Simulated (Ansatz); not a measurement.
Relaxation of H6N2O2Zr (11 atoms, charge 0, multiplicity 1), to a largest force component of 0.02 eV/Å in at most 40 steps.

These are results of Ansatz, RKS BHLYP-D4/def2-SVP, not measurements.

```xyz
11
Properties=species:S:1:pos:R:3
Zr 0.000 0.000 0.000
N 0.000 0.000 2.210
H -0.877 -0.271 2.740
H 0.877 0.271 2.740
O 1.952 0.000 -0.689
H 2.268 -0.952 -0.806
O -0.975 1.689 -0.689
H -1.933 1.458 -0.912
N -1.041 -1.803 -0.736
H -1.576 -2.420 -0.059
H -1.006 -2.053 -1.766
```

Where does it end, and by what steps?

The forces met the threshold. The force dipped under the threshold on the way, but the program's further checks kept it going. After 18 steps the energy has fallen by 1.767 eV; H11 moved furthest, 0.93 Å.

```json
{"step": "0", "energy less start (eV)": "0.0000", "largest force component (eV/Å)": "2.751", "accepted": "yes"}
{"step": "1", "energy less start (eV)": "-1.1867", "largest force component (eV/Å)": "2.539", "accepted": "yes"}
{"step": "2", "energy less start (eV)": "-1.4856", "largest force component (eV/Å)": "0.996", "accepted": "yes"}
{"step": "3", "energy less start (eV)": "-1.5729", "largest force component (eV/Å)": "0.981", "accepted": "yes"}
{"step": "4", "energy less start (eV)": "-1.6777", "largest force component (eV/Å)": "0.319", "accepted": "yes"}
{"step": "5", "energy less start (eV)": "-1.7289", "largest force component (eV/Å)": "0.252", "accepted": "yes"}
{"step": "6", "energy less start (eV)": "-1.7474", "largest force component (eV/Å)": "0.167", "accepted": "yes"}
{"step": "7", "energy less start (eV)": "-1.7564", "largest force component (eV/Å)": "0.029", "accepted": "yes"}
{"step": "8", "energy less start (eV)": "-1.7106", "largest force component (eV/Å)": "1.242", "accepted": "no"}
{"step": "9", "energy less start (eV)": "-1.7602", "largest force component (eV/Å)": "0.053", "accepted": "yes"}
{"step": "10", "energy less start (eV)": "-1.7589", "largest force component (eV/Å)": "0.305", "accepted": "no"}
{"step": "11", "energy less start (eV)": "-1.7620", "largest force component (eV/Å)": "0.061", "accepted": "yes"}
{"step": "12", "energy less start (eV)": "-1.7635", "largest force component (eV/Å)": "0.027", "accepted": "yes"}
{"step": "13", "energy less start (eV)": "-1.7644", "largest force component (eV/Å)": "0.128", "accepted": "yes"}
{"step": "14", "energy less start (eV)": "-1.7650", "largest force component (eV/Å)": "0.115", "accepted": "yes"}
{"step": "15", "energy less start (eV)": "-1.7664", "largest force component (eV/Å)": "0.009", "accepted": "yes"}
{"step": "16", "energy less start (eV)": "-1.7667", "largest force component (eV/Å)": "0.058", "accepted": "yes"}
{"step": "17", "energy less start (eV)": "-1.7670", "largest force component (eV/Å)": "0.026", "accepted": "yes"}
{"step": "18", "energy less start (eV)": "-1.7672", "largest force component (eV/Å)": "0.019", "accepted": "yes"}
```

```xyz
11
Properties=species:S:1:pos:R:3
Zr -0.084 -0.166 -0.002
N -0.086 -0.093 2.044
H -0.895 -0.178 2.643
H 0.721 0.086 2.625
O 1.789 -0.185 -0.482
H 2.623 -0.324 -0.910
O -1.068 1.269 -0.844
H -1.471 2.092 -1.086
N -1.094 -1.865 -0.537
H -0.961 -2.786 -0.144
H -1.783 -1.932 -1.273
```

The run took 2.2 min on 2 threads of Arm Neoverse N1 (shared host), peak memory 0.28 GiB.
